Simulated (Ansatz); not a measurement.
The same path of C$_{2}$H$_{5}$NSi (9 atoms, charge 0, multiplicity 1) was run twice with different band settings.

Level of theory: UKS PBE-D4/def2-SVP in Ansatz.

Relaxed end points:

```xyz
9
Properties=species:S:1:pos:R:3
N 2.729 -0.420 -0.148
C 1.672 0.067 -0.284
C 0.337 0.625 -0.420
Si -1.000 -0.472 0.419
H 0.084 0.739 -1.496
H 0.303 1.639 0.032
H -2.332 0.195 0.216
H -1.003 -1.829 -0.220
H -0.701 -0.588 1.884
```

```xyz
9
Properties=species:S:1:pos:R:3
N 2.735 -0.416 -0.155
C 1.674 0.067 -0.285
C 0.338 0.622 -0.418
Si -1.002 -0.473 0.419
H 0.304 1.636 0.036
H 0.083 0.738 -1.493
H -2.332 0.197 0.213
H -1.005 -1.830 -0.219
H -0.706 -0.588 1.885
```

Common settings: spring 5.0 eV/Å²; optimiser quadratic models (default); start path through a guess of the saddle point; force threshold 0.03 eV/Å; iteration limit 60; end points relaxed.

| run | movable images | climbing image |
| --- | --- | --- |
| 1 | 9 | yes |
| 2 | 8 | no |

Task: What does each run give, and how far can it be trusted?

Result: Run 1: converged after 59 iterations, highest image 3.634 eV above the first end. Neighbouring images differ by up to 1.5 eV, so the band resolves the path poorly. A vibrational analysis at the climbing image gives one clearly imaginary mode, 1212i cm⁻¹: a first-order saddle point.
Run 2: converged after 22 iterations, highest image 3.330 eV above the first end. Neighbouring images differ by up to 1.6 eV, so the band resolves the path poorly. No image climbed, so the highest image needn't sit at the top of the path.
